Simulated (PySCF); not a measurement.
**UHF on Nb(2+) (niobium, charge +2)**

Configuration: [Kr] 4d3, high-spin 4F determinant. Calculation: PySCF 2.14, in def2-SVP with the def2 core potential (28 electrons); scalar relativity through the core potential.

- Total energy: -55.613090 hartree
- One-electron energy: -88.2607 hartree
- Hartree (Coulomb) energy: 38.6329 hartree
- Exchange energy: -5.9853 hartree
- ⟨S²⟩: 3.7536
- ⟨L²⟩: 12.042
- Sum of ⟨r⟩: 15.79 bohr
- Sum of ⟨r²⟩: 26.58 bohr²
- Time after the integrals: 0.07 s of wall time on 1 thread of Neoverse-V2 (shared host)

```json
{"shell": "4s α", "electrons": "1", "mean orbital energy (eV)": "-92.964", "rms radius, mean of both spins (bohr)": "1.24"}
{"shell": "4s β", "electrons": "1", "mean orbital energy (eV)": "-89.010", "rms radius, mean of both spins (bohr)": "1.24"}
{"shell": "4p α", "electrons": "3", "mean orbital energy (eV)": "-63.833", "rms radius, mean of both spins (bohr)": "1.39"}
{"shell": "4p β", "electrons": "3", "mean orbital energy (eV)": "-58.495", "rms radius, mean of both spins (bohr)": "1.39"}
{"shell": "4d α", "electrons": "3", "mean orbital energy (eV)": "-25.322", "rms radius, mean of both spins (bohr)": "1.99"}
```

Energies and moments cover only the electrons outside the core potential.
